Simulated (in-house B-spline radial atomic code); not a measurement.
Ionising the potassium ion K⁸⁺ with different functionals

Computed with a radial B-spline atomic code at the basis-set limit: four-component Dirac-Coulomb Hamiltonian, Fermi nucleus of rms radius 3.4349 fm, spin-restricted, spherical fractional occupations for the functionals. The ionisation energy is the difference of two self-consistent energies, [Ne] 3s1 → [He] 2s2 2p6, without Breit or QED terms; ε is the level of the shell that loses the electron (mean over j).

Hybrids are left out here: with spherical fractional occupations of an open shell their exact exchange keeps a self-interaction that integer-occupation calculations don't have.

```csv
method,rung,ΔSCF (eV),-ε(3s) (eV)
LDA VWN5,LDA,175.61,166.02
relativistic LDA,LDA,175.51,165.93
LDA PW92,LDA,175.60,166.01
LDA exchange-only,LDA,174.05,164.36
PBE,GGA,176.00,165.83
PBEsol,GGA,?,?
BLYP,GGA,?,?
RPBE,GGA,175.98,165.47
PW91,GGA,176.11,165.93
BP86,GGA,175.26,165.88
AM05,GGA,174.96,165.40
OLYP,GGA,175.97,165.00
```

Q: What does BLYP give?

A: ΔSCF 176.37 eV, and -ε(3s) = 166.09 eV.

Q: What does PBEsol give?

A: ΔSCF 175.29 eV, and -ε(3s) = 165.51 eV.

Q: How do they compare with the NIST value?

A: NIST lists 175.817 eV ± 0.0025 (semi-empirical, ground level to ground level). Errors run from -1.77 to +0.56 eV; OLYP is closest (+0.16 eV), but part of that can be cancellation, since the calculations leave out Breit-QED terms, spin polarisation.
